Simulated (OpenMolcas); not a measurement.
Ti2+ (d2) on a cation site of an ionic host was computed by SS-CASPT2, IPEA 0.25 Eh, imaginary shift 0.1 Eh with the d shell active (OpenMolcas, ANO-RCC-VDZP on the metal). Its lowest spin-free states, and all those of the highest spin:

```
2S+1  Degeneracy  E (cm-1)
   3           3         0
   1           3      8540
   1           2      8910
   3           3     17440
   1           1     18730
   3           3     25640
   1           3     27560
   1           3     30250
   3           1     36400
   1           2     47130
   1           1     59190
```

Question: Is the site octahedral, tetrahedral or cube-like, axial, or of lower symmetry?

Answer: The states with 2S+1 = 3 have orbital degeneracies 3, 3, 3, 1. Threefold states need a cubic site. For d2 at this spin an octahedron puts the threefold T1 below the threefold T2 and a tetrahedron or cube puts the single A2 below the threefold T2, so the site is octahedral. The run had Ti2+ with its 6 nearest oxide ions at 2.193 Å, on the Mg site of MgO (a = 4.2112 Å, distance in the model lattice 2.106 Å). The rest of the host is ab initio model potentials to 7.6 Å, with orthogonalisation functions on the cations behind the ligands, and point charges beyond; the distance is set by hand and nothing relaxes. Ligand basis ANO-RCC-VDZP.

Roots that are degenerate in the reference are averaged as groups; the widest CASPT2 spread within a group is 63 cm-1 (the 3-fold group of multiplicity 3 near 17400 cm-1 above the lowest state of its run). Shifts and gaps below about the spread of the groups concerned are not significant. Over all roots computed the reference weight is 0.71 to 0.72; a low but even weight reflects the number of correlated electrons. An orbital triplet at a regular site is open to Jahn-Teller coupling, which can distort the site and quench the lowest spin-orbit gaps and is left out. Ligand-to-metal charge-transfer states are missing. With no ligand orbital active B as a rule stays too high, so bands that hang on it stand too high and its fall with covalency is understated. With one d shell and no ligand orbital active, 10Dq can be off by tens of per cent for divalent 3d ions, low with halides held by bare charges and at times high in hosts. No measured value stands beside these numbers; the geometry was set by hand and not optimised.
